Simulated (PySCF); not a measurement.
Identify the compound

Molecular formula: C5HF3O. Simulated spectra:

¹H NMR (600 MHz, computed): δ 3.17 (s, 1H).

¹³C{¹H} NMR (computed): δ 171.6, 171.2, 139.3, 95.6, 81.7.

Computed data (PySCF 2.14): NMR shieldings at PBE0/pcSseg-1/GIAO, geometry: GFN2-xTB. No relativistic terms, one conformer, no solvent.

Scale: ¹H (σref 31.72), ¹³C (σref 186.93) against TMS (reference shieldings calculated alike).

Task: Deduce the structure.

Result: 
Rings plus π bonds: 4 (no ring in the answer). 5 carbon signals for 5 carbons: no two carbons are equivalent. Carbon types of the structure: 4 × C, 1 × CH, which accounts for all hydrogens. δC 171.6: carbonyl carbon of an ynone. δC 171.2: β carbon of a C=C–C=O unit; conjugation with the carbonyl draws π density from the β position. δC 139.3: α carbon of a C=C–C=O unit; an sp2 carbon of a C=C bond. δC 95.6: terminal alkyne carbon; sp carbons lie upfield of alkene carbons because the cylindrical π system leaves one tensor component strongly shielded. δC 81.7: alkyne carbon; the triple bond shields along its axis, which puts it between sp3 and sp2 carbons. δH 3.17: hydrogen on a terminal alkyne carbon; it lies on the axis of the triple bond, in its shielding cone.

These data were computed for `O=C(C#C)C(F)=C(F)F`.

This is the structure that produced the data.

Splittings by ¹⁹F in the carbon and heteronuclear signals aren't shown, as no couplings were computed. Shifts are as computed. Against solution values, carbons near 30 ppm lie about +3 ppm off and those near 130 ppm about +5 ppm. Of 1211 compounds with measured shifts, 218 miss one by over three times the rms of a fit or turn the order of signals round; such compounds aren't used in these exercises.
